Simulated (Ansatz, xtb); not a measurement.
# Two isomers of H8InNSi2

Structure a: `[SiH3][NH][InH][SiH3]`, a singlet. Structure b: `[SiH3][N]([SiH3])[InH2]`, a singlet. Both are isolated molecules in the gas phase, relaxed with PBE0-D4/def2-SVP; the shapes shown needn't be the lowest conformers.

a (Å):

```yaml
atoms:
  - { symbol: In, position_ang: [1.1862, -0.1240, 0.6752] }
  - { symbol: N, position_ang: [0.1342, 1.2621, -0.4096] }
  - { symbol: Si, position_ang: [0.5094, 2.9303, -0.6889] }
  - { symbol: Si, position_ang: [0.1371, -2.4729, 0.7398] }
  - { symbol: H, position_ang: [0.6909, 3.2584, -2.1426] }
  - { symbol: H, position_ang: [1.7896, 3.2298, 0.0233] }
  - { symbol: H, position_ang: [-0.5462, 3.8658, -0.1748] }
  - { symbol: H, position_ang: [-0.7215, 0.9183, -0.8398] }
  - { symbol: H, position_ang: [2.6259, 0.5095, 1.3814] }
  - { symbol: H, position_ang: [-0.1669, -2.8772, 2.1485] }
  - { symbol: H, position_ang: [-1.1372, -2.5186, -0.0435] }
  - { symbol: H, position_ang: [1.0749, -3.4875, 0.1642] }
```

b (Å):

```xyz
12

In    1.6406    1.7631    0.4603
N    -0.0157    1.1046   -0.6060
Si   -0.7071   -0.4630   -0.2715
Si   -0.7214    2.1156   -1.8419
H    -2.1436   -0.3581    0.1448
H     0.0594   -1.1168    0.8340
H    -0.6624   -1.3592   -1.4726
H    -2.1506    2.4505   -1.5370
H     0.0526    3.3918   -1.9395
H    -0.7037    1.4470   -3.1837
H     2.1962    0.6378    1.6309
H     2.1810    3.3242   -0.0046
```

Quicker runs give these differences E(b) − E(a): GFN2-xTB −7.4 kcal/mol; HF/STO-3G +1.6 kcal/mol (at GFN2-xTB geometries); r2SCAN-D4/def2-SVP −3.2 kcal/mol (at GFN2-xTB geometries).

Q: Which of the two would you expect CCSD(T)/def2-SVP + ΔMP2/def2-TZVPP electronic energies to favour?

A: Structure b; the calculation gives E(b) − E(a) = −5.8 kcal/mol.

Level by level:

| level | geometry | E(b) − E(a) (kcal/mol) | departure from the last row (kcal/mol) | job, with rough time for the two |
| --- | --- | --- | --- | --- |
| GFN2-xTB | GFN2-xTB | −7.4 | −1.6 | optimisation, 0.54 s |
| HF/STO-3G | GFN2-xTB | +1.6 | +7.4 | single point, 4.7 s |
| r2SCAN-D4/def2-SVP | GFN2-xTB | −3.2 | +2.6 | single point, 8.7 s |
| PBE0-D4/def2-SVP | PBE0-D4/def2-SVP | −2.7 | +3.1 | optimisation, 1.9 min |
| HF/def2-SVP | PBE0-D4/def2-SVP | −6.4 | −0.5 | part of the CCSD(T) run |
| MP2/def2-SVP | PBE0-D4/def2-SVP | −7.2 | −1.3 | part of the CCSD(T) run |
| CCSD(T)/def2-SVP | PBE0-D4/def2-SVP | −5.7 | +0.2 | single point |
| CCSD(T)/def2-SVP + ΔMP2/def2-TZVPP | PBE0-D4/def2-SVP | −5.8 |  | single point, 73 s |

As drawn, b has 1 N–Si, 1 In–H in place of 1 In–Si, 1 N–H.

HF/STO-3G puts the two in the other order. The largest departure from CCSD(T)/def2-SVP + ΔMP2/def2-TZVPP is that of HF/STO-3G, 7.4 kcal/mol. The last row adds to CCSD(T) the change of the MP2 difference between the two basis sets, here −0.2 kcal/mol.

With thermal terms from frequencies at re-optimised GFN2-xTB minima (ideal gas, soft modes damped towards free rotors, one conformer each, 298.15 K, 1 atm): on the last row, ΔE + ΔZPE = −7.5, ΔH = −8.1, ΔG = −6.3 kcal/mol.

The correlated steps freeze 15 core orbitals; the filled d shell of In is correlated, in a basis made for valence electrons. Atoms past krypton carry core potentials in the def2 sets, other sets are all-electron and non-relativistic, and no spin–orbit term is included. Run with Ansatz 0.2.0, xtb 6.7.1; the last row on 2 threads of Arm Neoverse V1 on a shared host.
